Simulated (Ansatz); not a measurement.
Gas-phase electronic energies from Ansatz, PBE0-D4/def2-TZVP geometries. CCSD(T)/CBS is the MP2 limit (def2-TZVPP, def2-QZVPP) plus CCSD(T) − MP2 in def2-TZVPP, frozen cores. Functionals use def2-TZVPP. HSE06 is defined as in plane-wave codes. For Se outer-core shells are correlated without core-valence functions, which leaves a few kJ/mol of doubt a bond. Scalar relativity is left out up to krypton. Each species was taken in one conformer, which may not be the lowest.

`NC(S)[SiH2]Cl` + H₂Se → `Cl[SiH2][SeH]` + `NCS`  (ligand exchange at the Si–C bond)

Task: Is it downhill or uphill in electronic energy at CCSD(T)/CBS, and by how much? (An estimate is asked.)

Result: Ansatz gave: Downhill: ΔE = -0.63 eV.

Task: What do these levels give: PBE-D4, BLYP-D4, r2SCAN-D4, HSE06-D4, BHLYP-D4, CAM-B3LYP-D4, ωB97M-V, B2PLYP, BLYP, BHLYP, HF/def2-QZVPP, HF/CBS(def2)? (Estimate.)

Result: Computed: PBE-D4 -0.59, BLYP-D4 -0.56, r2SCAN-D4 -0.61, HSE06-D4 -0.63, BHLYP-D4 -0.65, CAM-B3LYP-D4 -0.59, ωB97M-V -0.59, B2PLYP -0.65, BLYP -0.66, BHLYP -0.70, HF/def2-QZVPP -0.78, HF/CBS(def2) -0.78 eV.

Task: What do rigid-rotor, harmonic-oscillator terms from PBE0-D4/def2-TZVP frequencies (298.15 K, 1 bar) make of the CCSD(T)/CBS value? (An estimate is asked.)

Result: Ansatz gave: ΔZPE = +0.12 eV, ΔH = -0.53 eV, ΔS = 22 J/(mol·K), ΔG = -0.60 eV. Modes under 50 cm⁻¹ make the entropy rough.

Largest T1 diagnostic among the species: 0.011.

From PBE to PBE0 (25 % exact exchange), in def2-TZVPP and without D4, ΔE moves by −0.04 eV. At CCSD(T), def2-SVP lies +0.16 eV from the extrapolated value and def2-TZVPP +0.04 eV.
